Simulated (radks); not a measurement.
Question: Numerical settings for neutral osmium, [Xe] 4f14 5d6 6s2. Method: scalar-relativistic Kohn-Sham, SCAN, spin-polarised, spherical densities, finite nucleus; open shells are filled with parallel spins first (spin-orbit coupling, left out, can overturn this in heavy ions); meta-GGA in the generalised Kohn-Sham scheme; Fermi nuclear charge, rms radius 5.4126 fm; computed with a radial shooting solver on a logarithmic mesh with Libxc functionals. The defaults (mesh step 0.008 in ln r, mesh end at 40 bohr or more with all orbitals vanishing there, Anderson mixing 0.5 over 9 steps, residual threshold near 1e-9 with the energy settled to 1e-9 hartree or 1e-11 of itself, here a cap of 92 iterations) give E = -17253.421 hartree and 5d at -4.669 eV in 21 iterations. Run on one thread of a shared host, so times are rough (Intel(R) Xeon(R) Platinum 8559C): 0.4 s of CPU time, 0.4 s wall, 21 iterations on 2440 mesh points. One setting is changed at a time: mesh step in ln r 0.03; mesh step in ln r 0.003; mesh step in ln r 0.05; mesh end (bohr) 12; mesh end (bohr) 3; residual threshold 0.1; residual threshold 1e-16; mixing 0.2; linear mixing, mixing 0.2; linear mixing, mixing 1; mixing history 2; iteration cap 8. Which runs fail to converge, and which converge to a wrong energy?

Answer: Not converged within the cap: residual threshold 1e-16; linear mixing, mixing 0.2; linear mixing, mixing 1; iteration cap 8. Settled on a wrong energy, with an occupied level pushed above zero by the early mesh end: mesh end (bohr) 3 (+2.37 hartree). Apart from these: settings that end as converged yet miss the energy by more than 1 mhartree: mesh step in ln r 0.03 (+0.0707 hartree); mesh step in ln r 0.05 (+0.121 hartree).
